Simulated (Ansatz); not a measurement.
A nudged elastic band was laid between two geometries of CH₆LiNSi (10 atoms, charge 0, multiplicity 1).

Computed with RKS PBE0-D4/def2-SVP in Ansatz.

* movable images: 7
* climbing image: yes
* spring: 5.0 eV/Å²
* optimiser: quadratic models (default)
* start path: IDPP
* force threshold: 0.05 eV/Å
* iteration limit: 46
* end points: relaxed

Initial state:

```xyz
10
Properties=species:S:1:pos:R:3
Li -1.508 -1.215 -1.028
N -0.391 0.018 -0.430
C 0.061 1.371 -0.611
Si 0.228 -1.026 0.753
H -0.479 1.869 -1.438
H -0.090 2.017 0.280
H 1.140 1.453 -0.863
H -0.621 -2.279 0.455
H -0.003 -0.724 2.213
H 1.663 -1.484 0.668
```

Final state:

```xyz
10
Properties=species:S:1:pos:R:3
Li -1.844 -1.039 -0.572
N -0.508 0.080 -0.269
C -0.049 1.429 -0.461
Si 0.392 -1.112 0.530
H 0.890 1.503 -1.050
H -0.795 2.035 -1.009
H 0.146 1.975 0.486
H -0.592 -2.294 0.415
H 0.677 -0.971 2.005
H 1.683 -1.606 -0.075
```

Problem. Which bonds break or form, and what moves?

Solution. No bond is made or broken. The dihedral Si4–N2–C3–H7 goes from 61 to -61°. The two ends are copies of one structure, up to a mirror image or an exchange of like atoms.

Problem. What energy profile does the band end with?

Solution. It converged. The highest image is number 4 of 0 to 8, 4.0 kJ/mol above the ends, which have the same energy within 2 meV. A vibrational analysis at the climbing image gives one clearly imaginary mode, 136i cm⁻¹: a first-order saddle point.

```csv
image,path coordinate (Å),energy (kJ/mol),dihedral Si4–N2–C3–H7 (°)
0,0.00,0.0,61
1,0.41,0.5,46
2,0.83,1.9,31
3,1.24,3.3,15
4,1.65,4.0,0
5,2.07,3.3,-16
6,2.48,1.9,-31
7,2.89,0.5,-46
8,3.31,0.0,-61
```

Problem. What is the geometry of the highest image?

Solution. 
```xyz
10
Properties=species:S:1:pos:R:3
Li -1.791 -1.065 -0.667
N -0.481 0.071 -0.303
C -0.020 1.421 -0.505
Si 0.358 -1.098 0.588
H 0.112 1.664 -1.578
H -0.736 2.173 -0.114
H 0.951 1.658 -0.025
H -0.619 -2.284 0.434
H 0.540 -0.927 2.076
H 1.687 -1.614 0.093
```

Problem. What are the harmonic wavenumbers there?

Solution. 136i, 209, 227, 270, 292, 673, 682, 749, 827, 883, 1004, 1038, 1125, 1158, 1269, 1449, 1468, 1483, 1974, 2125, 2153, 2967, 3025, 3033 cm⁻¹.

Run time: 4.9 min on 1 thread of Intel(R) Xeon(R) Processor @ 2.50GHz (Skylake/Cascade Lake), on a shared host, peak memory 0.18 GiB.
